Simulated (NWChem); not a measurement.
Molecule: bromine (Br₂); SMILES BrBr

Program: NWChem. Geometry: optimised at PBE0/def2-SVP. Solvent water, SMD (1 M gas to 1 M solution), gas-phase geometry.

| level | basis functions | solvation free energy (kcal/mol) | cavity-dispersion-structure term (kcal/mol) |
|---|---|---|---|
| PBE0/3-21G | 44 | -1.0 | -0.8 |
| PBE0/pcseg-1 | 54 | -1.2 | -0.8 |
| PBE0/aug-pcseg-1 | 72 | -1.2 | -0.8 |
| PBE0/pcseg-2 | 86 | -1.1 | -0.8 |
| PBE0/def2-TZVPP | 96 | -1.1 | -0.8 |
| PBE0/def2-QZVP | 150 | -1.1 | -0.8 |
